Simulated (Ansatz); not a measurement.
Ansatz (a quantum-chemistry and plane-wave program) input for Mo(O)(NH)(OH)2 (H3MoNO3), SMILES [NH]=[Mo](=[O])([OH])[OH], multiplicity 1, CAM-B3LYP/def2-SVPD. Coordinates come from a r2SCAN-D4/def2-SVP optimisation. The spin state was assumed, not searched. The structure was generated by enumeration; whether it is a known compound was not checked. The def2 effective core potentials stand for the cores of Mo; spin–orbit coupling is left out. Other conformers were not sampled.

Ansatz 0.2 input:
```yaml
crystal:
  periodic: [false, false, false]
  atoms:
    - {symbol: Mo, position_ang: [0.03786005, -0.03396517, -0.00000000]}
    - {symbol: O, position_ang: [1.52482386, -0.83557333, 0.00000001]}
    - {symbol: N, position_ang: [-1.26792096, -1.18709765, -0.00000002]}
    - {symbol: H, position_ang: [-1.47994241, -2.18688219, -0.00000002]}
    - {symbol: O, position_ang: [-0.10468275, 1.03566325, 1.54401858]}
    - {symbol: H, position_ang: [-0.87920001, 1.01853874, 2.12246633]}
    - {symbol: O, position_ang: [-0.10468274, 1.03566325, -1.54401858]}
    - {symbol: H, position_ang: [-0.87919998, 1.01853876, -2.12246632]}
basis:
  gaussian:
    orbitals: def2-SVPD
hamiltonian:
  xc: {name: CAM-B3LYP}
```

It prints:

```
Functional definition: CAM-B3LYP
integrals: 0.09 GiB planned
1243 factors; their error is unknown
integrals: 0.12 GiB planned
452 factors; integrals over basis functions are off by at most 1.5e-5 eV
mean field: 0.83 GiB planned
mean field evaluation 1: about -9508.1396 eV, gradient 1.1e2 eV
mean field evaluation 2: about -9385.1997 eV, gradient 2.8e2 eV
mean field evaluation 4: about -9528.9601 eV, gradient 2.3e1 eV
mean field evaluation 8: about -9529.8490 eV, gradient 1.9e-1 eV
mean field evaluation 16: about -9529.8721 eV, gradient 3.6e-4 eV
mean field -9529.87208395 eV, -350.2163395058 hartree, gradient 2.6e-5 eV, S^2 0.000000; 0 other end points of the search recorded, 0 dependent functions left out
reference -9529.87222656 eV, -350.2163447468 hartree; 24, 24 occupied and 123, 123 virtual orbitals, 1243 factors
Total energy: -9529.87222656 eV, -350.2163447468 hartree
```

The run converged.
